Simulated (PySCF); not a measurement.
**Lu⁺: ionisation energy**

Lu⁺ [Xe] 4f14 6s2 (1S) → Lu²⁺ [Xe] 4f14 6s1 (2S), as a difference of total energies. All numbers are calculated (PySCF 2.14, the spin-free X2C one-electron Hamiltonian (Gaussian nucleus), in x2c-TZVPPall (11s7p7d2f2g, 99 functions)). Correlated levels: valence: [Kr] 4d10 frozen. The calculations carry no spin-orbit coupling.

| method | ionisation energy (eV) |
| --- | --- |
| UHF | 12.625 |
| MP2 (valence) | 13.935 |
| SCS-MP2 (valence) | 13.896 |
| CCSD (valence) | 13.787 |
| CCSD(T) (valence) | 13.902 |

How much does correlation contribute at CCSD(T) (valence)?

13.902 − (12.625) = 1.277 eV, measured against UHF.

Errors of the correlated levels include the incompleteness of this basis and the frozen core.

For comparison: 14.13 ± 0.05 eV (semi-empirical (NIST evaluation); NIST Atomic Spectra Database, ionization energies).
